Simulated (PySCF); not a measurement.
**`InChI=1S/C6H9NO/c1-8-4-6-2-5(6)3-7/h5-6H,2,4H2,1H3/t5-,6-/m1/s1`**

Molfile (atoms numbered from 1):
```
C6H9NO
     RDKit          3D

 17 17  0  0  0  0  0  0  0  0999 V2000
   -2.1877    1.0173    0.0471 C   0  0  0  0  0  0  0  0  0  0  0  0
   -1.4698    0.3340   -0.9520 O   0  0  0  0  0  0  0  0  0  0  0  0
   -0.8123   -0.8293   -0.5060 C   0  0  0  0  0  0  0  0  0  0  0  0
    0.3303   -0.5567    0.4529 C   0  0  1  0  0  0  0  0  0  0  0  0
    1.6666   -1.1854    0.2330 C   0  0  0  0  0  0  0  0  0  0  0  0
    1.4848    0.2848   -0.0517 C   0  0  2  0  0  0  0  0  0  0  0  0
    2.0615    1.2324    0.8324 C   0  0  0  0  0  0  0  0  0  0  0  0
    2.5120    1.9898    1.5636 N   0  0  0  0  0  0  0  0  0  0  0  0
   -2.8848    0.3445    0.5616 H   0  0  0  0  0  0  0  0  0  0  0  0
   -1.5234    1.4781    0.7861 H   0  0  0  0  0  0  0  0  0  0  0  0
   -2.7477    1.7993   -0.4616 H   0  0  0  0  0  0  0  0  0  0  0  0
   -1.5322   -1.5133   -0.0283 H   0  0  0  0  0  0  0  0  0  0  0  0
   -0.4335   -1.2999   -1.4174 H   0  0  0  0  0  0  0  0  0  0  0  0
    0.0321   -0.3896    1.4816 H   0  0  0  0  0  0  0  0  0  0  0  0
    2.2511   -1.4618    1.0980 H   0  0  0  0  0  0  0  0  0  0  0  0
    1.7978   -1.8404   -0.6154 H   0  0  0  0  0  0  0  0  0  0  0  0
    1.4484    0.6084   -1.0853 H   0  0  0  0  0  0  0  0  0  0  0  0
  1  2  1  0
  2  3  1  0
  3  4  1  0
  4  5  1  0
  5  6  1  0
  6  7  1  0
  7  8  3  0
  6  4  1  0
  1  9  1  0
  1 10  1  0
  1 11  1  0
  3 12  1  0
  3 13  1  0
  4 14  1  1
  5 15  1  0
  5 16  1  0
  6 17  1  6
M  END
```

Computed, not measured: TDDFT LC-wPBE/aug-cc-pVDZ circular dichroism and optical rotation, one conformer, gas phase in PySCF. Geometry: GFN2-xTB.

The molecule is flexible and this is one conformer; a measurement averages over conformers.

(1) Draw the ECD and absorption spectra from the lowest 12 states, each a Gaussian of half-width 0.25 eV at 1/e height.

Results:

(1) 
```csv
E (eV),λ (nm),Δε (L mol⁻¹ cm⁻¹),ε (L mol⁻¹ cm⁻¹)
6.93,179,+0.07,17.6
7.08,175,+0.51,136
7.23,171,+1.88,515
7.38,168,+3.48,981
7.53,165,+4.17,1230
7.68,161,+6.47,2370
7.83,158,+8.60,5250
7.98,155,-1.99,7020
8.13,153,-22.33,5600
8.28,150,-29.58,3450
8.43,147,-22.94,2130
8.58,145,-16.52,1490
8.73,142,-7.60,1260
```
Δε uses R in velocity form, ε uses f in length form. Only the states computed contribute, so the short-wavelength end is incomplete.
